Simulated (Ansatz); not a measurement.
Ligand exchange: Cd(CH3)(SH) + C4H10S → Cd(SH)2 + C5H12

Species: Cd(CH3)(SH), singlet; C4H10S (2-methyl-2-propanethiol) `CC(C)(C)S`, singlet; Cd(SH)2, singlet; C5H12 (neopentane) `CC(C)(C)C`, singlet. The partners trade CH3 for SH: Cd–CH3 and C–SH bonds give way to Cd–SH and C–CH3.

Shapes, held fixed at every level: PBE0-D4/def2-TZVP. Flexible molecules stand in one conformer, not always the lowest. Programs: Ansatz 0.2.0. Electronic energies: no zero-point or thermal term.

(1) Estimate ΔE of this reaction.

## Answers

(1) The highest level, CCSD(T)/def2-TZVPP, gives ΔE = -108.1 kJ/mol; the levels span -121.9 to -104.4. The column of differences is taken from that level and isn't an error. No measured value is set beside it here. For atoms past krypton def2 sets carry core potentials with scalar relativity. Correlated rows may include outer-core shells of Cd, which these sets cover unevenly.

| level | kind | ΔE (kJ/mol) | less CCSD(T)/def2-TZVPP |
| --- | --- | --- | --- |
| SPW92/def2-TZVPP | LDA | -104.4 | +3.7 |
| PBE-D4/def2-TZVPP | GGA | -104.7 | +3.4 |
| B3LYP-D4/def2-TZVPP | global hybrid | -110.5 | -2.4 |
| BHLYP-D4/def2-TZVPP | global hybrid | -120.8 | -12.7 |
| wB97M-V/def2-TZVPP | range-separated hybrid | -112.8 | -4.7 |
| wB97X-V/def2-TZVPP | range-separated hybrid | -113.8 | -5.7 |
| CCSD(T)/def2-SVP | coupled cluster or CI | -121.9 | -13.8 |
| CCSD(T)/def2-TZVPP | coupled cluster or CI | -108.1 | 0.0 |
